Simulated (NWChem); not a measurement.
# BeH$_{2}$SeS; SMILES [Be]([SeH])[SH]

```xyz
5

Be     0.0069    -0.6899     0.0217
S      0.0148    -2.5947     0.0525
H      0.0276    -2.6846    -1.2987
Se     0.0337     1.3407     0.0110
H     -1.4392     1.3757    -0.0010
```
Atoms are numbered in this order, from 1.

Computed with NWChem. Pople sets run with spherical d functions. Medium grid unless said otherwise, to which SCAN and Minnesota functionals are sensitive. Structure relaxed at the PBE0/def2-SVP level. Hybrids' shares of exact exchange are those that their runs print; pure functionals count as 0. The functionals differ in more than this share.

```csv
row,share of exact exchange,orbital gap (eV)
PBE/6-31G*,0.00,4.90
B97-D/6-31G*,0.00,4.97
B3LYP/6-31G*,0.20,withheld
PW6B95/6-31G*,0.28,6.93
BHandHLYP/6-31G*,0.50,8.74
M05-2X/6-31G*,0.56,8.94
```

Question: Fit a straight line of the last column on the one before it, predict the withheld value, and compare with the run.

Answer: 
1. Means of the 5 shown rows: x = 0.268, y = 6.896. Slope Σ(x − x̄)(y − ȳ)/Σ(x − x̄)² = 2.076/0.2829 = 7.339; intercept 4.929.
2. The shown rows scatter about the line by 0.084 (root mean square); the largest residual is +0.14, at BHandHLYP/6-31G*.
3. At x = 0.20 (B3LYP/6-31G*; inside the shown range) the line gives 6.40.
4. The run gives 6.42, +0.02 from the line, 0.2 times the scatter.
